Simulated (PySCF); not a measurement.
**`F/C=C\CC1(CF)CC1`, C₇H₁₀F₂**

Geometry:
```csv
atom,x (Å),y (Å),z (Å)
F1,3.106,0.352,-1.372
C2,2.830,-0.307,-0.231
C3,1.716,-0.106,0.447
C4,0.633,0.849,0.051
C5,-0.689,0.130,-0.155
C6,-0.654,-0.805,-1.349
F7,-1.847,-1.462,-1.511
C8,-1.971,0.846,0.151
C9,-1.499,-0.264,1.045
H10,3.624,-0.989,0.036
H11,1.559,-0.676,1.349
H12,0.919,1.373,-0.864
H13,0.509,1.589,0.846
H14,-0.471,-0.250,-2.277
H15,0.116,-1.575,-1.224
H16,-2.820,0.655,-0.487
H17,-1.918,1.860,0.518
H18,-1.120,-0.007,2.022
H19,-2.032,-1.202,1.013
```

Method: GIAO B97-2/pcSseg-1 magnetisability, rotational g tensor and spin-rotation constants, non-relativistic, gas phase (PySCF 2.14.0). Geometry: GFN2-xTB.

Question: Give the nuclear spin-rotation constants along the inertial axes (H = +C I·J) beside the isotropic shieldings.

Answer: Rotational constants 2.7284, 0.9144, 0.7852 GHz. A star marks the isotopologue with that one atom substituted, in its own axes.
| atom | isotope | Caa (kHz) | Cbb (kHz) | Ccc (kHz) | mean (kHz) | σ (ppm) |
| --- | --- | --- | --- | --- | --- | --- |
| F1 | 19F | 3.295 | 0.557 | 0.904 | 1.586 | 299.0 |
| F7 | 19F | 1.152 | 0.026 | 0.138 | 0.439 | 436.0 |
| H10 | 1H | -0.066 | -0.091 | 0.012 | -0.048 | 25.0 |
| H11 | 1H | -0.272 | -0.077 | 0.036 | -0.104 | 26.8 |
| H12 | 1H | -0.254 | -0.071 | 0.005 | -0.107 | 28.6 |
| H13 | 1H | -0.307 | 0.020 | -0.088 | -0.125 | 30.6 |
| H14 | 1H | -0.265 | -0.059 | 0.020 | -0.101 | 27.1 |
| H15 | 1H | -0.130 | -0.070 | -0.006 | -0.069 | 26.9 |
| H16 | 1H | -0.085 | -0.071 | -0.076 | -0.077 | 31.0 |
| H17 | 1H | -0.296 | -0.033 | -0.057 | -0.129 | 31.5 |
| H18 | 1H | -0.271 | -0.019 | -0.076 | -0.122 | 31.5 |
| H19 | 1H | -0.183 | -0.081 | -0.040 | -0.102 | 31.0 |
| C2 | 13C* | 0.818 | 0.248 | 0.373 | 0.480 | 30.8 |
| C3 | 13C* | 0.652 | 0.191 | 0.331 | 0.391 | 71.7 |
| C4 | 13C* | 0.417 | 0.140 | 0.146 | 0.234 | 154.3 |
| C5 | 13C* | 0.438 | 0.121 | 0.118 | 0.226 | 164.9 |
| C6 | 13C* | 0.526 | 0.242 | 0.214 | 0.328 | 101.0 |
| C8 | 13C* | 0.343 | 0.094 | 0.130 | 0.189 | 175.6 |

For the geometry as given, no vibrational averaging.
